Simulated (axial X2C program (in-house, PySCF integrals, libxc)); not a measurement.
## Potential curves of SbSe, spin-free

Calculated with an axial X2C code built on PySCF integrals. Spin-free means the one-electron spin-free X2C Hamiltonian. Basis: Sb dyall-cv3z [11s12p8d4f1g], Se dyall-cv3z [8s9p6d4f1g] (cores contracted in-house); Gaussian nuclei, density fitting, unrestricted open shells. Masses: Sb 120.904 u, Se 79.917 u.

State: M_S = 1/2, Λ = 1 (beyond evenly filled blocks: π+α). Energies in cm⁻¹ from the fragments at the same level (Sb + Se). Fits are polynomials in 1 − R0/R over 0.85 to 1.23 times the lowest point R0.

| R (Å) | M06 | PBE0 |
| --- | --- | --- |
| 2.0341 | -16914 | -14113 |
| 2.1276 | -23860 | -20661 |
| 2.1977 | -26870 | -23420 |
| 2.2679 | -28477 | -24805 |
| 2.3380 | -29008 | -25142 |
| 2.4198 | -28619 | -24561 |
| 2.5017 | -27447 | -23259 |
| 2.6069 | -25187 | -21046 |
| 2.7355 | -21796 | -18133 |
| 2.9225 | -16504 | -14018 |

The state is a single determinant with fixed occupations, the lowest that a limited PBE0 search found. De is counted from the lowest determinant-based energies of the atoms at the same level, without counterpoise correction. Without a current term, density functionals place determinants with orbital angular momentum somewhat too high. The determinant is spin-polarised beyond a pure state at some levels (its spin-free form has ⟨S²⟩ too high), which makes Re and μ there less reliable. Spin-free De lacks the spin–orbit lowering of the heavy p-block atom, a tenth of an eV or more for 4p and 5p, up to an eV for 6p and one to two eV for 7p atoms, less what an open-shell molecule gains itself.

(1) What are Re, ωe and De at the M06 level?

(2) What are Re, ωe and De at the PBE0 level?

Results:

(1) At M06, spin-free: Re = 2.346 Å, ωe ≈ 334 cm⁻¹, De = 3.60 eV to Sb + Se; Be follows as 0.0637 cm⁻¹.

(2) At PBE0, spin-free: Re = 2.329 Å, ωe ≈ 341 cm⁻¹, De = 3.12 eV to Sb + Se; Be follows as 0.0646 cm⁻¹.
